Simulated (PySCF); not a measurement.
# Computed properties of GeBr₂, SMILES [Br][Ge][Br]

GeBr₂, SMILES [Br][Ge][Br] (connectivity only; charge and spin as stated), neutral, multiplicity 1. The structure is a stationary point at PBE0-D3(BJ)/def2-SVP. The isomer is the one that the SMILES or the coordinates give; other isomers of the formula were not compared. Other conformers were not sampled. All values are computed for the isolated molecule unless a solvent is named; none is compared with measurement here.

**Structure.** The optimised structure has C2v symmetry. All 3 harmonic modes at PBE0-D3(BJ)/def2-SVP (PySCF) are real, so it is a minimum. With heavy atoms numbered as in [Ge:1]([Br:2])[Br:3], the shortest bond between them is Ge1–Br2 at 2.345 Å and the longest Ge1–Br3 at 2.345 Å.

**Vibrations.** The strongest infrared lines (harmonic, unscaled, degenerate partners summed) lie at 289 cm⁻¹ (77 km/mol, Ge 57 %, Br 43 %), 294 cm⁻¹ (28 km/mol, Ge 51 %, Br 49 %). The softest mode is at 102 cm⁻¹ and the zero-point energy is 1.0 kcal/mol.

**Electronic structure.** ωB97X/def2-TZVPD (PySCF) places the frontier levels at -9.93 and -1.33 eV, a gap of 8.60 eV, and gives a dipole moment of 1.93 D and a mean polarisability of 78.8 bohr³. PBE/def2-TZVPD (PySCF) at the same geometry gives -6.78 and -3.94 eV, so its gap is 5.76 eV narrower. An orbital gap is neither the optical nor the fundamental gap.

**Excitations.** TDDFT-B3LYP/def2-SVPD (PySCF) has S1 at 3.34 eV (372 nm, f = 0.007, weak); the most intense of the 10 singlets computed lies at 5.76 eV (f = 0.12). T1 (TDA) is at 2.53 eV. TDDFT-PBE/def2-SVPD (PySCF) puts S1 at 3.18 eV. No vertical singlet excitation falls in the visible range (under 3.1 eV).
